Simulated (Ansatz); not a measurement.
Reactions of C₂H₈Cl₂O₄W (`C[O][W]([OH])([OH])([Cl])([Cl])[O]C`).

Calculated with Ansatz (gas phase, PBE0-D4/def2-TZVP geometries, no zero-point term in ΔE). CCSD(T)/CBS is the MP2 limit (def2-TZVPP, def2-QZVPP) plus CCSD(T) − MP2 in def2-TZVPP, frozen cores. This one scheme is used for every species. Elements past krypton have def2 core potentials. For W outer-core shells are correlated without core-valence functions, which leaves a few kJ/mol of doubt a bond. Each species was taken in one conformer, which may not be the lowest.

Problem. Order these by ΔE at CCSD(T)/CBS, lowest first. (Estimate.)
A. `C[O][W]([OH])([OH])([Cl])([Cl])[O]C` + H–F → `C[O][W]([OH])([F])([Cl])([Cl])[O]C` + H₂O
B. `C[O][W]([OH])([OH])([Cl])([Cl])[O]C` + H₂O → `C[O][W]([OH])([OH])([OH])([Cl])[O]C` + HCl
C. `C[O][W]([OH])([OH])([Cl])([Cl])[O]C` + HCl → `C[O][W]([OH])([Cl])([Cl])([Cl])[O]C` + H₂O

Solution. A (-0.18 eV), C (-0.08 eV), B (+0.36 eV).

Largest T1 diagnostic: 0.021, for `C[O][W]([OH])([Cl])([Cl])([Cl])[O]C`.
